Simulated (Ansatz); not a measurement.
Abridged output of a molecular run in Ansatz:

```
Functional definition: HF
1461 factors; integrals over basis functions are off by at most 8.6e-4 eV
mean field evaluation 1: about -93723.5345 eV, gradient 4.4e1 eV
mean field evaluation 2: about -93723.7271 eV, gradient 4.5e1 eV
mean field evaluation 4: about -93727.1357 eV, gradient 1.9e0 eV
mean field evaluation 8: about -93727.1752 eV, gradient 2.3e-1 eV
mean field -93727.17541827 eV, -3444.4101660600 hartree, gradient 9.2e-6 eV, S^2 0.000000; 0 other end points of the search recorded, 0 dependent functions left out
20 core orbitals not correlated: weight in the atoms' cores, before any rotation towards them, 1.000 or more for the frozen orbitals, at most 0.000 for the correlated occupied ones
reference -93727.17541827 eV, -3444.4101660600 hartree; 26, 26 occupied and 156, 156 virtual orbitals, 1461 factors
second order -34.50626638 eV of doubles, -0.00000000 eV of singles
cycle   1  -33.83401747 eV  change    6.7e-1 eV  update   1.3e-1
cycle   2  -34.55208154 eV  change   -7.2e-1 eV  update   4.2e-2
cycle   3  -34.72459791 eV  change   -1.7e-1 eV  update   2.1e-2
cycle   4  -34.70647859 eV  change    1.8e-2 eV  update   5.6e-3
cycle   5  -34.69789058 eV  change    8.6e-3 eV  update   2.0e-3
cycle   6  -34.69911329 eV  change   -1.2e-3 eV  update   6.4e-4
cycle   7  -34.69911530 eV  change   -2.0e-6 eV  update   1.9e-4
cycle   8  -34.69897383 eV  change    1.4e-4 eV  update   5.9e-5
cycle   9  -34.69897924 eV  change   -5.4e-6 eV  update   2.1e-5
perturbative correction -1.16906064 eV, -0.0429621859 hartree
Total energy: -93763.04345814 eV, -3445.7282922131 hartree
```

Its atoms:

Cartesian coordinates in Å:
```
F -1.0631 0.8581 1.3455
Sn 0.0038 0.0454 0.0153
F 0.7393 1.4832 -0.9646
Cl 1.6992 -1.0772 1.0344
Br -1.3792 -1.3096 -1.4305
```

Which basis set was used?
A. def2-TZVPPD
B. def2-QZVPP
C. def2-SVPD
D. def2-TZVPP

D. It gives 202 functions.

Write the keys of the input that set method, charge and spin (a neutral closed shell needs none for the last two).


```yaml
correlation: {method: ccsd_t}
```
